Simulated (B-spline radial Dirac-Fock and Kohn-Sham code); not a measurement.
These are calculated numbers from a radial B-spline solver; the model is relaxed Dirac-Fock hole states (ΔSCF) with Breit and QED corrections and a finite nucleus. Free neutral atoms.

Question: Order these X-ray lines by photon energy, lowest first.
A. Eu Kβ1
B. Os Kβ2''
C. Re Kβ1
D. Os Kα1
E. Nd Kβ2''
F. Dy Kβ2''

Answer: E (43308.9 eV), A (47033.2 eV), F (53445.7 eV), D (62995.0 eV), C (69300.1 eV), B (73313.7 eV).
